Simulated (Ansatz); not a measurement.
System: CH6NSi, charge 0, multiplicity 2. SMILES: [CH2]N[SiH3]

Atoms: C1, N2, Si3, H4, H5, H6, H7, H8, H9. Bonds: C1-N2, C1-H4, C1-H5, N2-Si3, N2-H6, Si3-H7, Si3-H8, Si3-H9.

Bond lengths (Å) and angles (degrees) optimised at HF/3-21G with Ansatz (a quantum-chemistry and plane-wave program); HF/6-31G* with Ansatz; PBE/6-31G* with Ansatz; MP2/6-31G* with Ansatz, each started from the B3LYP-D3(BJ)/def2-TZVP structure (Ansatz) of the last column. A row stands for all coordinates that are equal there; 11 of 20 kinds are shown. 6-31G* holds six Cartesian d functions. No wavenumbers were computed at PBE/6-31G*, MP2/6-31G*, so these may be saddle points.

```csv
coordinate,HF/3-21G,HF/6-31G*,PBE/6-31G*,MP2/6-31G*,B3LYP-D3(BJ)/def2-TZVP
C1-N2,1.412,1.400,1.400,1.401,1.386
C1-H4,1.073,1.075,1.092,1.083,1.078
C1-H5,1.074,1.076,1.093,1.084,1.079
N2-Si3,1.755,1.732,1.757,1.748,1.735
N2-H6,1.001,0.998,1.021,1.014,1.008
Si3-H7,1.489,1.479,1.507,1.489,1.484
Si3-H8,1.487,1.475,1.500,1.483,1.482
Si3-H9,1.487,1.475,1.499,1.484,1.479
C1-N2-Si3,125.6,125.1,124.8,123.3,125.5
N2-C1-H4,117.5,116.9,117.4,116.8,119.0
N2-C1-H5,117.3,116.4,116.6,115.9,118.2
```

Mean signed difference of all 8 bond lengths from B3LYP-D3(BJ)/def2-TZVP: HF/3-21G 0.006 Å, HF/6-31G* -0.003 Å, PBE/6-31G* 0.017 Å, MP2/6-31G* 0.007 Å.
